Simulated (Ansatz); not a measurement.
Two isomers of BGaH7NSi: A = `[NH2][GaH][BH][SiH3]`, B = `N[B]([SiH3])[GaH2]`.

Computed with Ansatz on PBE0-D4/def2-TZVP structures; ΔE is electronic, products minus reactants. CCSD(T)/CBS adds triple-zeta CCSD(T) − MP2 to the extrapolated MP2 energy (def2 sets, frozen cores). DFT in def2-TZVPP. B3LYP here is the variant with VWN-RPA as its local correlation; programs differ in this. For Ga outer-core shells are correlated without core-valence functions, which leaves a few kJ/mol of doubt a bond. Scalar relativity is left out up to krypton. One conformer a species, not always the lowest.

A:

Z-matrix (Å, degrees):
```
Si
B 1 2.003
H 1 1.489 2 114.2
H 1 1.498 2 103.0 3 -115.9
H 1 1.489 2 115.6 3 126.7
Ga 2 2.073 1 123.2 3 26.3
H 2 1.199 1 117.0 3 -156.7
N 6 1.819 2 120.4 1 81.1
H 6 1.571 2 125.9 1 -97.0
H 8 1.006 6 123.3 2 179.4
H 8 1.005 6 124.9 2 2.4
```

B:

```xyz
11

N     0.8653   -1.1202   -0.8778
B     0.1718   -0.2255   -0.0736
Si   -0.9222    1.2372   -0.9233
Ga    0.3525   -0.5127    2.0143
H     0.8587   -1.0880   -1.8870
H     1.4306   -1.8727   -0.5139
H    -0.4419    2.5776   -0.4778
H    -0.8835    1.2200   -2.4191
H    -2.3518    1.1317   -0.5104
H     1.2624   -1.7056    2.5390
H    -0.3418    0.3581    3.1296
```

Problem. Which isomer does CCSD(T)/CBS put lower? Give the gap. (An estimate is asked.)

Solution. The calculation gave: B, by 18.5 kcal/mol.

Problem. Give E(B) − E(A) in kcal/mol with B2PLYP, CCSD/def2-TZVPP, B3LYP-D4, PBE0-D4, B3LYP, HF/def2-TZVPP, MP2/def2-TZVPP. (An estimate is asked.)

Solution. Ansatz gave: B2PLYP -20.0, CCSD/def2-TZVPP -19.0, B3LYP-D4 -21.1, PBE0-D4 -21.7, B3LYP -20.5, HF/def2-TZVPP -17.8, MP2/def2-TZVPP -19.6. None reverses the order clearly.

Problem. Does the order hold for the free energy at 298.15 K (harmonic terms from PBE0-D4)? (Estimate.)

Solution. The calculation gave: Yes: G(B) − G(A) = -17.7 kcal/mol, for one conformer each. Modes under 60 cm⁻¹, often nearly free rotors, make the harmonic entropy too high.

Largest T1 diagnostic: 0.015.

In def2-TZVPP, CCSD(T) changes the Hartree–Fock value by −1.8 kcal/mol (the triples alone add −0.6 kcal/mol) and MP2 by −1.8 kcal/mol. Leaving LDA and LC-ωPBE aside and taking each functional with its dispersion term where it has one, the values, not all of them listed here, spread over 2.1 kcal/mol, from revPBE-D4 to B2PLYP. LDA lies −2.1 kcal/mol from PBE without D4.
